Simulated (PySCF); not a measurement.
# Exercise with solution: chemical shift, span and skew from a shielding tensor

C3H7ClSi, SMILES Cl[SiH2]C1CC1. Atoms are numbered in the order given.

```xyz
12

Cl     2.0818     0.5254    -0.1963
Si     0.4767    -0.7291     0.2729
C     -1.0925     0.2516     0.4812
C     -2.4265    -0.4127     0.1543
C     -1.8964     0.6726    -0.7384
H      0.2881    -1.6936    -0.8657
H      0.8437    -1.4739     1.5246
H     -1.1033     0.9568     1.3302
H     -3.2787    -0.1860     0.8138
H     -2.4202    -1.4482    -0.2251
H     -2.3806     1.6610    -0.7075
H     -1.5209     0.3910    -1.7361
```

The structure is a stationary point at PBE-D3(BJ)/def2-SVP. This is a generated structure with no PubChem entry under its InChIKey; it may be hypothetical. One conformer was computed; it need not be the lowest.

GIAO shieldings from PBE0/pcSseg-1 (PySCF), non-relativistic, no solvent. The symmetric part of the tensor of C4 has the principal values 153.1, 174.2, 210.6 ppm. The same nucleus in TMS has σ = 186.3 ppm at this level (PySCF, at its B3LYP-D3(BJ)/def2-TZVP geometry). Without spin–orbit terms, shifts of atoms bonded to Cl or Br come out too high.

**Question.** Work out the isotropic shielding, the ¹³C shift against TMS, the span and the skew.

**Answer.** 
σ(iso) = (σ11 + σ22 + σ33)/3 = 179.3 ppm. δ = σ(ref) − σ(iso) = 186.3 − (179.3) = 7.0 ppm.
Span Ω = σ33 − σ11 = 57.5 ppm. Skew κ = 3(σ(iso) − σ22)/Ω = 0.27. Tumbling in solution averages the tensor to δ; in a static solid the shielding alone would spread this spin-1/2 line over Ω.
